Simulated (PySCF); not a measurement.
Structure elucidation problem

The spectra below were simulated for a compound C7H15FSi.

¹H NMR (300 MHz, computed): δ 5.31 (m, 2H), 4.25 (s, 3H), 2.08 (t, 2H), 2.02 (s, 3H), 1.15 (m, 2H), 1.03 (m, 3H).

¹³C{¹H} NMR (computed): δ 160.0 (C), 130.4 (C), 85.4 (CH2), 41.8 (CH2), 28.4 (CH3), 28.0 (CH2), 17.1 (CH3).

- geometry from GFN2-xTB
- GIAO PBE0/pcSseg-1 shieldings
- run in PySCF 2.14.0 with density-fitted response routines
- no solvent model, a single conformation, no relativistic terms, equivalent nuclei averaged

Shifts are taken against calculated references (same method and geometry level): ¹H (σref 31.72), ¹³C (σref 186.93) vs TMS.

Question: Which candidate is it?
A. C/C(=C(\[SiH3])CF)C(C)C
B. CC/C(=C/C[SiH3])CCF
C. CC1(C)C[C@@H]([SiH3])[C@]1(C)F
D. CCC/C(C)=C(/[SiH3])CF
E. CCC(=C[SiH2]CF)CC

Answer: D. 

- Rings plus π bonds: 1 (no ring in the answer).
- 7 carbon signals for 7 carbons: no two carbons are equivalent.
- Carbon types of the structure: 2 × C, 3 × CH2, 2 × CH3, leaving 3 H on heteroatoms.
- δC 160.0, 130.4: fully substituted alkene carbon; the olefinic region.
- δC 85.4: allylic sp3 CH2 bonded to F; deshielded by the electronegative neighbour.
- δC 41.8: allylic sp3 CH2; saturated and bonded to C and H only.
- δC 28.4: allylic methyl carbon; saturated and bonded to C and H only.
- δH 2.02: hydrogen on an allylic methyl carbon; allylic position.

The others: CCC(=C[SiH2]CF)CC would give 7 signals for carbon-bound and other non-exchanging H, not 6; C/C(=C(\[SiH3])CF)C(C)C would give 6 carbon signals, not 7; CC/C(=C/C[SiH3])CCF would give 7 signals for carbon-bound and other non-exchanging H, not 6; CC1(C)C[C@@H]([SiH3])[C@]1(C)F would give 7 signals for carbon-bound and other non-exchanging H, not 6.

Splittings by ¹⁹F in the carbon and heteronuclear signals aren't shown, as no couplings were computed. Shifts are as computed. Against solution values, carbons near 30 ppm lie about +3 ppm off and those near 130 ppm about +5 ppm. Of 1309 compounds with measured shifts, 239 miss one by over three times the rms of a fit or turn the order of signals round; such compounds aren't used in these exercises. No couplings were computed; multiplicities are counted from neighbouring protons, with m where these are inequivalent, close in shift, in a saturated or five-membered ring or joined by F or P, and br s for small geminal =CH2 splittings.
